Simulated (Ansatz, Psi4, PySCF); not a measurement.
Gas-phase reaction in SMILES: C=S (CH2S) -> [CH]=S (CHS) + H atom (the C-H bond breaks)

Property: bond dissociation energy (enthalpy at 298 K), in kcal/mol. Set-up: non-relativistic; no dispersion term unless named; six Cartesian d functions in 6-31G* and its kin unless marked 5d; no spin-orbit coupling; 6-311+G** with 5d, 6d on Na to Ar in Ansatz (a quantum-chemistry and plane-wave program); valence correlation only; UHF or UKS for open shells. First-principles rows: single points at B3LYP-D3(BJ) geometries (Ansatz), with unscaled harmonic terms from B3LYP/6-31G* (Ansatz) at its own minima. A UHF reference is markedly spin-contaminated in at least one set, which strains HF and MP2. The Hartree-Fock reference of C=S (CH2S) is unstable towards a lower, spin-broken solution.

| level | program | bond dissociation energy (enthalpy at 298 K) (kcal/mol) |
|---|---|---|
| HF/STO-3G | Ansatz | 85.5 |
| HF/6-31G* | Ansatz | 72.2 |
| SVWN5/6-31G* | Ansatz | 100.8 |
| PBE/STO-3G | Ansatz | 112.4 |
| PBE/def2-SVP | Ansatz | 87.8 |
| BP86/def2-SVP | PySCF | 90.3 |
| B3LYP/STO-3G | Ansatz | 114.0 |
| B3LYP/6-31G | Ansatz | 97.3 |
| B3LYP/6-311+G** | Ansatz | 90.9 |
| M06-2X/6-311+G** | PySCF | 93.0 |
| wB97X-D/6-311+G** | Psi4 | 91.8 |
| MP2/STO-3G | Ansatz | 117.5 |
| MP2/6-31G* | Ansatz | 93.2 |
| PBE/def2-TZVPD | Ansatz | 87.5 |
| wB97X-V/def2-TZVPD | Ansatz | 91.5 |

No value to compare with is used here. The 13 habitual levels span 72.2 (HF/6-31G*) to 117.5 kcal/mol (MP2/STO-3G); PBE/def2-TZVPD gives 87.5.

The levels are drawn from those run, B3LYP/6-31G* more often than the rest, none by its result; left out are runs that failed, that the program found above a lower state of the same kind, or whose <S^2> lies over 0.5 above the pure value.
